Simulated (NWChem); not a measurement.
System meant: CH7FN2Si; SMILES CN[Si@@H](F)N

NWChem input:

```
start job
memory heap 200 mb stack 900 mb global 1100 mb
geometry units angstroms noautoz
  C      0.232899    -2.414864     0.146604
  N     -0.171945    -1.140557    -0.434274
  Si    -0.194258     0.368448     0.366095
  N     -1.283402     1.378530    -0.497244
  F      1.190940     1.213130     0.364535
  H      0.186911    -2.343129     1.238079
  H     -0.441831    -3.225204    -0.158899
  H      1.258397    -2.703990    -0.125230
  H     -0.182165    -1.131477    -1.448075
  H     -0.448992     0.059754     1.795870
  H     -1.211992     2.385658    -0.429008
  H     -2.233400     1.079248    -0.673578
end
basis spherical
  C library def2-svp
  N library def2-svp
  Si library def2-svp
  F library def2-svp
  H library def2-svp
end
dft
  odft
  mult 2
  xc xpbe96 cpbe96
  iterations 150
  mulliken
end
task dft energy
```

End of the output:

```
 Summary of "ao basis" -> "" (spherical)
 ------------------------------------------------------------------------------
       Tag                 Description            Shells   Functions and Types
 ---------------- ------------------------------  ------  ---------------------
 C                          def2-svp                 6       14   3s2p1d
 N                          def2-svp                 6       14   3s2p1d
 Si                         def2-svp                 8       18   4s3p1d
 F                          def2-svp                 6       14   3s2p1d
 H                          def2-svp                 3        5   2s1p

  pbe96 is a nonlocal functional; adding pw91lda local functional.

                                 NWChem DFT Module
                                 -----------------

 Summary of "ao basis" -> "ao basis" (spherical)
 ------------------------------------------------------------------------------
       Tag                 Description            Shells   Functions and Types
 ---------------- ------------------------------  ------  ---------------------
 C                          def2-svp                 6       14   3s2p1d
 N                          def2-svp                 6       14   3s2p1d
 Si                         def2-svp                 8       18   4s3p1d
 F                          def2-svp                 6       14   3s2p1d
 H                          def2-svp                 3        5   2s1p

  number of electrons :                   50
  multiplicity        :                    2
 ------------------------------------------------------------------------
  no. of electrons and multiplicity not compatible                  50
 ------------------------------------------------------------------------
 ------------------------------------------------------------------------
  current input line :
    31: task dft energy
 ------------------------------------------------------------------------
 ------------------------------------------------------------------------
 There is an error in the input file
 ------------------------------------------------------------------------
 For more information see the NWChem manual at https://nwchemgit.github.io

0: no. of electrons and multiplicity not compatible:Received an Error in Communication
```

Question: Can this run be used? If not, why, and what is the fix?

Answer: The program refused the input. Cause: the multiplicity doesn't fit the number of electrons (an even count wants an odd multiplicity, and the reverse). This input runs:
```
start job
memory heap 200 mb stack 900 mb global 1100 mb
geometry units angstroms noautoz
  C      0.232899    -2.414864     0.146604
  N     -0.171945    -1.140557    -0.434274
  Si    -0.194258     0.368448     0.366095
  N     -1.283402     1.378530    -0.497244
  F      1.190940     1.213130     0.364535
  H      0.186911    -2.343129     1.238079
  H     -0.441831    -3.225204    -0.158899
  H      1.258397    -2.703990    -0.125230
  H     -0.182165    -1.131477    -1.448075
  H     -0.448992     0.059754     1.795870
  H     -1.211992     2.385658    -0.429008
  H     -2.233400     1.079248    -0.673578
end
basis spherical
  C library def2-svp
  N library def2-svp
  Si library def2-svp
  F library def2-svp
  H library def2-svp
end
dft
  xc xpbe96 cpbe96
  iterations 150
  mulliken
end
task dft energy
```
It converges to -540.54526 Ha (PBE/def2-SVP).
